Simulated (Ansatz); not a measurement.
The same path of C2H7AlGeO (12 atoms, charge 0, multiplicity 1) was run 3 times with different band settings. The coordinate that changes most is the dihedral H6–C1–Ge2–Al5.

These are results of Ansatz 0.2.0, RHF/def2-SVP, not measurements.

Relaxed end points:

```xyz
12
Properties=species:S:1:pos:R:3
C -1.814 0.569 -0.699
Ge -0.061 -0.331 -0.668
C 0.604 -0.855 1.177
O 1.822 -0.138 1.294
Al 2.087 0.775 -0.137
H -2.610 -0.140 -0.469
H -1.847 1.377 0.033
H -2.008 0.992 -1.686
H -0.110 -1.527 -1.639
H 0.784 -1.928 1.276
H -0.088 -0.562 1.971
H 3.319 1.711 -0.417
```

```xyz
12
Properties=species:S:1:pos:R:3
C -1.742 0.773 -0.696
Ge 0.016 -0.115 -0.733
C 0.490 -1.167 0.937
O 1.680 -0.538 1.385
Al 2.079 0.753 0.323
H -1.875 1.332 0.230
H -1.837 1.466 -1.533
H -2.543 0.035 -0.773
H 0.101 -0.974 -2.010
H 0.672 -2.225 0.738
H -0.285 -1.105 1.706
H 3.320 1.709 0.460
```

Common settings: optimiser quadratic models (default); start path IDPP; force threshold 0.05 eV/Å; iteration limit 60; end points relaxed.

| run | movable images | climbing image | spring |
| --- | --- | --- | --- |
| 1 | 7 | yes | 5.0 eV/Å² |
| 2 | 1 | no | 5.0 eV/Å² |
| 3 | 7 | yes | 0.1 eV/Å² |

Q: What does each run give, and how far can it be trusted?

A: Run 1: converged after 3 iterations, highest image 0.053 eV above the first end. A vibrational analysis at the climbing image gives one clearly imaginary mode, 131i cm⁻¹: a first-order saddle point.
Run 2: converged after 3 iterations, highest image 0.053 eV above the first end. No image climbed, so the highest image needn't sit at the top of the path. So few images can step over the top or miss a turn of the path.
Run 3: converged after 3 iterations, highest image 0.053 eV above the first end. Another band between the same ends (7 images) ends at a top of the same energy, where a vibrational analysis finds 1 clearly imaginary mode.
